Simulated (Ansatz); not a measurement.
Total energies of `[OH][W]([OH])([OH])([OH])([OH])[F]`.

| atom | x (Å) | y (Å) | z (Å) |
| --- | --- | --- | --- |
| O1 | 1.531 | 1.318 | -0.246 |
| W2 | 0.191 | 0.006 | -0.024 |
| O3 | 1.500 | -1.277 | 0.395 |
| O4 | 0.126 | -0.300 | -1.858 |
| O5 | -1.465 | 0.932 | -0.370 |
| O6 | -0.893 | -1.455 | 0.636 |
| F7 | 0.003 | 0.837 | 1.677 |
| H8 | 1.930 | 1.786 | 0.491 |
| H9 | 1.207 | -2.133 | 0.726 |
| H10 | -0.450 | 0.174 | -2.464 |
| H11 | -1.841 | 1.398 | 0.383 |
| H12 | -1.838 | -1.287 | 0.654 |

Total charge 0; spin multiplicity 1. Correlated methods include outer-core shells of W, which these sets cover unevenly. W: def2 effective core potential. The structure was optimised at the PBE0-D4/def2-TZVP level. It is one conformer, not always the lowest. Basis def2-TZVPP, Ansatz 0.2.0.

RPA on PBE orbitals: Hartree–Fock energy of these orbitals -543.32840 Eh, correlation -2.92226 Eh (frozen core).

| functional | energy without D4 (Eh) | D4 term (kJ/mol) |
| --- | --- | --- |
| LDA (SPW92) | -543.14522 | – |
| PBE | -546.11055 | -28.4 |
| revPBE | -546.45746 | -81.3 |
| BLYP | -546.47865 | -61.6 |
| r2SCAN | -546.37604 | -6.9 |
| B97M-V | -546.39605 | – |
| PBE0 | -546.02573 | -24.0 |
| B3LYP | -546.56112 | -45.7 |
| r2SCANh | -546.31027 | -7.4 |
| r2SCAN0 | -546.21486 | -8.1 |
| HSE06 (plane-wave form) | -546.00462 | -22.4 |
| BHLYP | -546.15160 | -36.3 |
| CAM-B3LYP | -546.34932 | -24.4 |
| LC-ωPBE | -546.28030 | – |
| ωB97X-V | -546.33040 | – |
| ωB97M-V | -546.30422 | – |
| B2PLYP | -546.13176 | – |
| PBE-QIDH | -545.86365 | – |

B3LYP takes the VWN-RPA correlation (the form of Gaussian; ORCA's B3LYP/G). HSE06 is the plane-wave form, built on full-range PBE exchange. The double hybrids freeze the cores in their second-order part.

LC-ωPBE has ω = 0.4 bohr⁻¹.
